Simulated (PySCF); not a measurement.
Sn(F)(Cl)2(OMe) (CH3Cl2FOSn), SMILES C[O][Sn]([F])([Cl])[Cl].

Geometry: B3LYP-D3(BJ)/def2-SVP. The structure was generated by enumeration; whether it is a known compound was not checked. The def2 effective core potentials stand for the cores of Sn; spin–orbit coupling is left out. The values are those of a single conformer.

All values below come from PBE/def2-TZVP (PySCF).

Question: Estimate the frontier levels, gap, dipole moment and polarisability. (Estimate from the structure and the level; the computed values follow.)

Answer: 
```yaml
highest_occupied_level: -7.22 eV
lowest_empty_level: -4.11 eV
orbital_gap: 3.11 eV
dipole_moment: 1.95 D
quadrupole, principal values (traceless, Buckingham form, about the centre of nuclear charge): -6.34, -2.76, 9.10 D·Å
mean_static_polarisability: 80.8 bohr³ (11.98 Å³)
polarisability_principal_values: 64.3, 82.5, 95.6 bohr³
```
